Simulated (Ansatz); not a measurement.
CH$_{6}$MgO$_{2}$Si (`C[O][Mg][O][SiH3]`). Charge 0, multiplicity 1.

| atom | x (Å) | y (Å) | z (Å) |
| --- | --- | --- | --- |
| C1 | -2.8724 | -1.4896 | -0.4619 |
| O2 | -1.6617 | -0.8621 | -0.2692 |
| Mg3 | -0.1227 | -0.0639 | -0.0170 |
| O4 | 1.4487 | 0.7511 | 0.2385 |
| Si5 | 2.8652 | 1.4860 | 0.4604 |
| H6 | -2.7588 | -2.4266 | -1.0254 |
| H7 | -3.3562 | -1.7414 | 0.4924 |
| H8 | -3.5732 | -0.8560 | -1.0238 |
| H9 | 2.8531 | 2.8708 | -0.0972 |
| H10 | 3.2036 | 1.5888 | 1.9108 |
| H11 | 3.9744 | 0.7429 | -0.2076 |

Problem. List the harmonic frequencies (cm⁻¹, unscaled) at PBE0-D4/def2-TZVP in Ansatz. (Estimate.)

Solution. Ansatz gave: 16, 45, 45, 87, 87, 164, 164, 364, 710, 734, 734, 958, 958, 999, 1108, 1190, 1190, 1285, 1486, 1495, 1495, 2180, 2180, 2194, 2973, 3024, 3024.

Problem. Is this a minimum?

Solution. Yes, all 27 modes are real.

Problem. Give the ideal-gas thermochemistry at 298.15 K and 1 bar (rigid rotor, harmonic oscillator; point group C3v, symmetry number 3).

Solution. Zero-point energy 184.8 kJ/mol; H(298) − E = 211.0 kJ/mol; entropy 402.2 J/(mol·K), of which translation 166.6, rotation 101.7, vibration 133.9; G(298) − E = 91.1 kJ/mol. Modes under 100 cm⁻¹ are hindered rotations or soft bends, so the harmonic entropy is rough.

Problem. And at 400, 500, 600, 800 and 1000 K?

Solution. 
```json
{"T (K)": "400", "H − E (kJ/mol)": "223.8", "S (J/mol/K)": "439.0", "G − E (kJ/mol)": "48.2"}
{"T (K)": "500", "H − E (kJ/mol)": "238.2", "S (J/mol/K)": "471.0", "G − E (kJ/mol)": "2.7"}
{"T (K)": "600", "H − E (kJ/mol)": "254.1", "S (J/mol/K)": "500.0", "G − E (kJ/mol)": "-45.9"}
{"T (K)": "800", "H − E (kJ/mol)": "289.7", "S (J/mol/K)": "551.1", "G − E (kJ/mol)": "-151.1"}
{"T (K)": "1000", "H − E (kJ/mol)": "329.2", "S (J/mol/K)": "595.0", "G − E (kJ/mol)": "-265.8"}
```

Problem. Rotational constants (cm⁻¹)?

Solution. 1.873, 0.02824, 0.02824.
